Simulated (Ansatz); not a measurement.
Relaxation of C₃H₉NSSi (15 atoms, charge 0, multiplicity 1), to a largest force component of 0.02 eV/Å in at most 40 steps.

Method: RKS PBE/STO-3G (Ansatz 0.2.0).

```xyz
15
Properties=species:S:1:pos:R:3:forces:R:3
C -0.392 -2.255 -0.453 -0.39 3.22 -0.63
S -1.346 -0.817 0.245 -3.01 -2.50 -0.77
C -0.126 0.385 0.396 1.77 0.44 2.08
N 0.735 0.220 1.649 -3.28 4.69 1.58
C 0.627 0.899 -0.793 0.45 2.28 -0.74
Si -0.610 2.148 -0.074 0.48 0.08 -0.97
H -0.009 -1.945 -1.442 0.42 -0.27 0.06
H -1.084 -3.039 -0.593 -1.26 -1.77 -0.09
H 0.381 -2.496 0.235 1.45 -0.82 0.78
H 1.285 -0.592 1.587 2.39 -3.96 -0.83
H 0.003 -0.037 2.422 0.93 0.22 -0.80
H 1.672 1.236 -0.652 -0.17 -0.73 -0.18
H 0.314 0.590 -1.782 0.37 -0.75 -0.54
H -1.651 2.364 -1.118 0.35 -0.02 0.88
H 0.177 3.286 0.401 -0.47 -0.10 0.17
```

Task: Where does it end, and by what steps?

Result: It converged. Limits of this set-up: minimal basis. After 7 steps the energy has fallen by 1.128 eV; H14 moved furthest, 0.32 Å.

```json
{"step": "0", "energy less start (eV)": "0.0000", "largest force component (eV/Å)": "4.685", "accepted": "yes"}
{"step": "1", "energy less start (eV)": "-0.9262", "largest force component (eV/Å)": "1.381", "accepted": "yes"}
{"step": "2", "energy less start (eV)": "-1.0945", "largest force component (eV/Å)": "0.347", "accepted": "yes"}
{"step": "3", "energy less start (eV)": "-1.1164", "largest force component (eV/Å)": "0.295", "accepted": "yes"}
{"step": "4", "energy less start (eV)": "-1.1253", "largest force component (eV/Å)": "0.090", "accepted": "yes"}
{"step": "5", "energy less start (eV)": "-1.1272", "largest force component (eV/Å)": "0.026", "accepted": "yes"}
{"step": "6", "energy less start (eV)": "-1.1278", "largest force component (eV/Å)": "0.022", "accepted": "yes"}
{"step": "7", "energy less start (eV)": "-1.1279", "largest force component (eV/Å)": "0.009", "accepted": "yes"}
```

```xyz
15
Properties=species:S:1:pos:R:3
C -0.391 -2.229 -0.408
S -1.473 -0.835 0.082
C -0.172 0.433 0.363
N 0.740 0.301 1.570
C 0.633 0.948 -0.901
Si -0.506 2.200 -0.156
H 0.230 -1.984 -1.292
H -1.037 -3.088 -0.668
H 0.287 -2.552 0.408
H 1.200 -0.663 1.460
H 0.071 0.114 2.388
H 1.719 1.039 -0.747
H 0.377 0.477 -1.863
H -1.747 2.505 -0.849
H 0.045 3.281 0.642
```

Whether the end is a true minimum wasn't checked by a vibrational analysis.

Run time: 24 s on 1 thread of Arm Neoverse V2 (shared host), peak memory 0.14 GiB.
